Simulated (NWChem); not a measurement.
System: C2, singlet; SMILES [C]=[C]

Excerpt of the output:

```
             Northwest Computational Chemistry Package (NWChem) 7.3.0
             --------------------------------------------------------

                             Geometry "geometry" -> ""
                             -------------------------

 Output coordinates in angstroms (scale by  1.889725989 to convert to a.u.)

  No.       Tag          Charge          X              Y              Z
 ---- ---------------- ---------- -------------- -------------- --------------
    1 C                    6.0000     0.00000000     0.00000000    -0.62308600
    2 C                    6.0000     0.00000000     0.00000000     0.62308600

 Effective nuclear repulsion energy (a.u.)      15.2871200476

  pbe96 is a nonlocal functional; adding pw91lda local functional.

                                 NWChem DFT Module
                                 -----------------

 Summary of "ao basis" -> "ao basis" (spherical)
 ------------------------------------------------------------------------------
       Tag                 Description            Shells   Functions and Types
 ---------------- ------------------------------  ------  ---------------------
 C                           3-21g                   5        9   3s2p

            General Information
            -------------------
          SCF calculation type: DFT
          Wavefunction type:  closed shell.
          No. of atoms     :     2
          No. of electrons :    12
           Alpha electrons :     6
            Beta electrons :     6
          Charge           :     0
          Spin multiplicity:     1
          Use of symmetry is: off; symmetry adaption is: off
          Maximum number of iterations: 150
          AO basis - number of functions:    18
                     number of shells:    10
          Convergence on energy requested:  1.00D-06
          Convergence on density requested:  1.00D-05
          Convergence on gradient requested:  5.00D-04

              XC Information
              --------------
          PerdewBurkeErnzerhof Exchange Functional  1.000
            Perdew 1991 LDA Correlation Functional  1.000 local
           PerdewBurkeErnz. Correlation Functional  1.000 non-local

             Grid Information
             ----------------
          Grid used for XC integration:  medium
          Radial quadrature: Mura-Knowles
          Angular quadrature: Lebedev.
          Tag              B.-S. Rad. Rad. Pts. Rad. Cut. Ang. Pts.
          ---              ---------- --------- --------- ---------
          C                   0.70       49           6.0       434
          Grid pruning is: on
          Number of quadrature shells:    98
          Spatial weights used:  Erf1

      Superposition of Atomic Density Guess
      -------------------------------------

 Sum of atomic energies:         -74.92752622

      Non-variational initial energy
      ------------------------------

 Total energy =     -75.223169
 1-e energy   =    -130.344173
 2-e energy   =      39.833885
 HOMO         =      -0.295932
 LUMO         =      -0.218441

   convergence    iter        energy       DeltaE   RMS-Dens  Diis-err
 ---------------- ----- ----------------- --------- --------- ---------
 d= 0,ls=0.0,diis     1    -75.3318444628 -9.06D+01  2.90D-02  2.85D-01
 d= 0,ls=0.5,diis     2    -75.3605890176 -2.87D-02  9.96D-03  8.76D-02
 d= 0,ls=0.5,diis     3    -75.3731748566 -1.26D-02  4.22D-03  6.59D-03
 d= 0,ls=0.5,diis     4    -75.3743439502 -1.17D-03  1.41D-03  8.95D-04
 d= 0,ls=0.5,diis     5    -75.3745194506 -1.76D-04  6.05D-04  1.75D-04
  Resetting Diis
 d= 0,ls=0.5,diis     6    -75.3745575578 -3.81D-05  2.40D-04  3.92D-05
 d= 0,ls=0.5,diis     7    -75.3745664999 -8.94D-06  1.90D-04  9.82D-06
 d= 0,ls=0.5,diis     8    -75.3745692975 -2.80D-06  3.81D-05  1.17D-06
 d= 0,ls=0.5,diis     9    -75.3745696204 -3.23D-07  2.13D-05  1.67D-07
 d= 0,ls=0.5,diis    10    -75.3745696717 -5.14D-08  9.84D-06  4.33D-08

[...]

                                NWChem TDDFT Module
                                -------------------

            General Information
            -------------------
           No. of orbitals :      36
            Alpha orbitals :      18
             Beta orbitals :      18
        Alpha frozen cores :       0
         Beta frozen cores :       0
     Alpha frozen virtuals :       0
      Beta frozen virtuals :       0
         Spin multiplicity :       1
    Number of AO functions :      18
        Use of symmetry is : off
      Symmetry adaption is : off
         Schwarz screening :  0.10D-07

              XC Information
              --------------
   PerdewBurkeErnzerhof Exchange Functional   1.00
     Perdew 1991 LDA Correlation Functional   1.00 local
    PerdewBurkeErnz. Correlation Functional   1.00 non-local

             TDDFT Information
             -----------------
          Calculation type : Tamm-Dancoff TDDFT
         Wavefunction type : Restricted singlets
          No. of electrons :      12
           Alpha electrons :       6
            Beta electrons :       6
              No. of roots :       6
          Max subspacesize :    5200
            Max iterations :     100
               Target root :       1
           Target symmetry : none
      Symmetry restriction : off
                 Algorithm : Optimal
        Davidson threshold :  0.10D-03

    6 smallest eigenvalue differences (eV)
--------------------------------------------------------
  No. Spin  Occ  Vir  Irrep   E(Occ)    E(Vir)   E(Diff)
--------------------------------------------------------
    1    1    6    7 a        -0.290    -0.284     0.148
    2    1    5    7 a        -0.290    -0.284     0.148
    3    1    4    7 a        -0.368    -0.284     2.291
    4    1    6    8 a        -0.290    -0.016     7.436
    5    1    5    8 a        -0.290    -0.016     7.436
    6    1    6    9 a        -0.290    -0.016     7.436
--------------------------------------------------------

  Entering Davidson iterations
  Restricted singlet excited states

  Iter   NTrls   NConv    DeltaV     DeltaE      Time
  ----  ------  ------  ---------  ---------  ---------
    1      6       0     0.39E+00   0.10+100        0.1
    2     12       1     0.30E-02   0.58E+00        0.1
    3     17       6     0.20E-04   0.12E-04        0.1
  ----  ------  ------  ---------  ---------  ---------
  Convergence criterion met

  Ground state a         -75.374569685198 a.u.

  ----------------------------------------------------------------------------
  Root   1 singlet a              0.022518793 a.u.                0.6128 eV
  ----------------------------------------------------------------------------
     Transition Moments    X -0.48148   Y -0.07283   Z -0.00000
     Dipole Oscillator Strength                    0.0035598929
     Electric Quadrupole                           0.0000000000
     Magnetic Dipole                               0.0000000000
     Total Oscillator Strength                     0.0035598929

     Occ.    4  a   ---  Virt.    9  a       -0.08029
     Occ.    6  a   ---  Virt.    7  a       -0.99637
  ----------------------------------------------------------------------------
  Root   2 singlet a              0.022518793 a.u.                0.6128 eV
  ----------------------------------------------------------------------------
     Transition Moments    X -0.07283   Y  0.48148   Z -0.00000
     Dipole Oscillator Strength                    0.0035598929
     Electric Quadrupole                           0.0000000000
     Magnetic Dipole                               0.0000000000
     Total Oscillator Strength                     0.0035598929

     Occ.    4  a   ---  Virt.    8  a        0.08029
     Occ.    5  a   ---  Virt.    7  a        0.99637
  ----------------------------------------------------------------------------
  Root   3 singlet a              0.177588955 a.u.                4.8324 eV
  ----------------------------------------------------------------------------
     Transition Moments    X -0.00000   Y  0.00000   Z  0.88709
     Dipole Oscillator Strength                    0.0931664288
     Electric Quadrupole                           0.0000000000
     Magnetic Dipole                               0.0000000000
     Total Oscillator Strength                     0.0931664288

     Occ.    4  a   ---  Virt.    7  a       -0.85123
     Occ.    5  a   ---  Virt.    8  a       -0.35651
     Occ.    5  a   ---  Virt.    9  a        0.10208
     Occ.    6  a   ---  Virt.    8  a       -0.10208
     Occ.    6  a   ---  Virt.    9  a       -0.35651
  ----------------------------------------------------------------------------
  Root   4 singlet a              0.273261187 a.u.                7.4358 eV
  ----------------------------------------------------------------------------
     Transition Moments    X -0.00000   Y -0.00000   Z -0.00000
     Dipole Oscillator Strength                    0.0000000000
     Electric Quadrupole                           0.0000000000
     Magnetic Dipole                               0.0000000000
     Total Oscillator Strength                     0.0000000000

     Occ.    5  a   ---  Virt.    8  a        0.19465
     Occ.    5  a   ---  Virt.    9  a        0.67979
     Occ.    6  a   ---  Virt.    8  a       -0.67979
     Occ.    6  a   ---  Virt.    9  a        0.19465
  ----------------------------------------------------------------------------
  Root   5 singlet a              0.286159537 a.u.                7.7868 eV
  ----------------------------------------------------------------------------
     Transition Moments    X  0.00000   Y  0.00000   Z -0.00000
     Dipole Oscillator Strength                    0.0000000000
     Electric Quadrupole                           0.0000000000
     Magnetic Dipole                               0.0000000000
     Total Oscillator Strength                     0.0000000000

[...]
```

Level: PBE/3-21G, TDA. Low-valent species are run as closed-shell singlets; no triplet was tried in these runs. STO-3G and 3-21G are far too small for this property and stand as cheap habits. Geometry: optimised at PBE0-D3(BJ)/def2-TZVP.

**Question.** Which NWChem input produces such a log?

**Answer.** Several could match; the one computed here: the input that was run:
```
start job
memory heap 200 mb stack 900 mb global 1100 mb
geometry units angstroms noautosym nocenter noautoz
  C      0.000000     0.000000    -0.623086
  C      0.000000     0.000000     0.623086
end
basis spherical
  C library 3-21g
end
dft
  xc xpbe96 cpbe96
  iterations 150
end
tddft
  cis
  nroots 6
  notriplet
end
task tddft energy
```
